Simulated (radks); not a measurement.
Charge is removed step by step from the 5p up level of Sm7+, starting from [Kr] 4d10 4f4 5s2 5p(up 3, down 0). All-electron calculation, scalar-relativistic Kohn-Sham, BLYP, spin-polarised, spherical densities, finite nucleus; open shells are filled with parallel spins first (spin-orbit coupling, left out, can overturn this in heavy ions); Fermi nuclear charge, rms radius 5.0819 fm. Program: a radial shooting solver on a logarithmic mesh with Libxc functionals.

[
 {"removed (e)": "0", "E - E(0) (eV)": "0.000", "eigenvalue (eV)": "-110.57", "E minus straight line (eV)": "0.000"},
 {"removed (e)": "0.1", "E - E(0) (eV)": "11.129", "eigenvalue (eV)": "-112.10", "E minus straight line (eV)": "-0.689"},
 {"removed (e)": "0.2", "E - E(0) (eV)": "22.409", "eigenvalue (eV)": "-113.62", "E minus straight line (eV)": "-1.226"},
 {"removed (e)": "0.3", "E - E(0) (eV)": "33.843", "eigenvalue (eV)": "-115.15", "E minus straight line (eV)": "-1.610"},
 {"removed (e)": "0.4", "E - E(0) (eV)": "45.429", "eigenvalue (eV)": "-116.68", "E minus straight line (eV)": "-1.842"},
 {"removed (e)": "0.5", "E - E(0) (eV)": "57.169", "eigenvalue (eV)": "-118.21", "E minus straight line (eV)": "-1.920"},
 {"removed (e)": "0.6", "E - E(0) (eV)": "69.062", "eigenvalue (eV)": "-119.75", "E minus straight line (eV)": "-1.844"},
 {"removed (e)": "0.7", "E - E(0) (eV)": "81.109", "eigenvalue (eV)": "-121.29", "E minus straight line (eV)": "-1.615"},
 {"removed (e)": "0.8", "E - E(0) (eV)": "93.310", "eigenvalue (eV)": "-122.84", "E minus straight line (eV)": "-1.231"},
 {"removed (e)": "0.9", "E - E(0) (eV)": "105.67", "eigenvalue (eV)": "-124.38", "E minus straight line (eV)": "-0.693"},
 {"removed (e)": "1", "E - E(0) (eV)": "118.18", "eigenvalue (eV)": "-125.93", "E minus straight line (eV)": "0.000"}
]

Removing the whole electron costs 118.18 eV by Delta-SCF, against 110.57 eV from minus the eigenvalue at the starting occupation. Slater's transition state (half an electron removed) gives 118.21 eV. Integrating minus the eigenvalue over the occupation (Janak's theorem) gives 118.23 eV. In this scalar-relativistic scheme the density is built from large components alone, so the theorem holds only approximately. The mean slope of the eigenvalue, de/dn, is 15.4 eV per electron. Ionisation energy of Sm7+ in the NIST Atomic Spectra Database: 118 eV (theoretical).
